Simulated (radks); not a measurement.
The mean radii <r> (bohr) of the occupied orbitals of an atom or ion are listed with their occupations. All-electron calculation, Dirac Kohn-Sham, BP86, spin-unpolarised, spherical densities, finite nucleus; Fermi nuclear charge, rms radius of each element as measured or else 0.836 A^(1/3) + 0.57 fm. Program: a radial shooting solver on a logarithmic mesh with Libxc functionals.

orbital  occ.      <r>
1s1/2       2  0.01966
2s1/2       2  0.08275
2p1/2       2  0.06871
2p3/2       4  0.07621
3s1/2       2   0.2163
3p1/2       2   0.2060
3p3/2       4   0.2201
3d3/2       4   0.1935
3d5/2       6   0.1978
4s1/2       2   0.4878
4p1/2       2   0.4956
4p3/2       4   0.5280
4d3/2       4   0.5536
4d5/2       6   0.5651
5s1/2       2    1.208
5p1/2       2    1.362
5p3/2       4    1.475
4f5/2       6   0.7689
4f7/2       8   0.7893

Name the element and its charge. Open shells, if any, fill j = l - 1/2 first.

Answer. Z = 70, ytterbium, charge +2: Yb2+ in [Xe] 4f14. The 1s radius gives Z: for a bare nucleus <r> = (2 gamma + 1)/(2Z) with gamma = sqrt(1 - (Z/c)^2), 0.01942 bohr for Z = 70, and screening makes it slightly larger (0.01966 here). The occupations add up to 68, and the charge is Z minus that.
